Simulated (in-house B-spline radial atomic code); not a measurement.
# How G0W0 and RPA depend on the start: P8+

Configuration [He] 2s2 2p3, highest spin. Computed with a B-spline radial code for spherical atoms: all electrons, scalar-relativistic (spin-free one-electron X2C), finite nucleus, each spin shell either full or empty, empty states to l = 9 with an (l + 1/2)⁻⁴ tail; G0W0 by contour deformation at full frequency.

| start | mean-field 2p up (eV) | G0W0 (eV) | QP weight | RPA correlation (Eh) |
| --- | --- | --- | --- | --- |
| Hartree-Fock | -374.54 | -373.49 | 0.987 | -0.35245 |
| LDA VWN5 | -347.53 | ? | ? | ? |
| PBE | -347.86 | -372.56 | 0.972 | -0.40103 |
| PBE0 | -354.76 | -372.89 | 0.978 | -0.38563 |
| r2SCAN | -350.92 | -372.73 | 0.975 | -0.3928 |
| HSE06 | -354.24 | -372.88 | 0.978 | -0.3866 |
| B3LYP (VWN-RPA) | -353.54 | -372.81 | 0.977 | -0.38863 |
| SCAN | -351.12 | -372.70 | 0.975 | -0.39277 |
| TPSS | -348.56 | -372.60 | 0.973 | -0.3972 |
| BHandHLYP | -361.60 | -373.11 | 0.982 | -0.37315 |
| CAM-B3LYP | -355.49 | -372.91 | 0.979 | -0.38402 |
| LC-wPBE | -353.82 | -372.92 | 0.978 | -0.38607 |
| wB97X | -355.83 | -372.87 | 0.980 | -0.38115 |
| PBEsol | -347.51 | -372.63 | 0.971 | -0.40083 |
| BLYP | -347.90 | -372.52 | 0.971 | -0.40121 |
| r2SCAN0 | -357.01 | -372.98 | 0.980 | -0.38051 |
| LDA exchange-only | -345.78 | ? | ? | ? |

**Question.** What G0W0 level, weight and RPA correlation energy follow from the LDA VWN5 start?

**Answer.** G0W0 level -372.71 eV, weight 0.971, RPA correlation -0.40144 hartree.

**Question.** What G0W0 level, weight and RPA correlation energy follow from the LDA exchange-only start?

**Answer.** G0W0 level -372.75 eV, weight 0.970, RPA correlation -0.40112 hartree.

**Question.** How much of the dependence on the start does G0W0 remove?

**Answer.** The mean-field levels span 28.8 eV and the G0W0 levels 0.977 eV. Against 372.31 ± 0.21 eV (NIST, semi-empirical) the G0W0 removal energies are off by +0.21 to +1.18 eV, with spin-orbit coupling, Breit and QED terms left out.
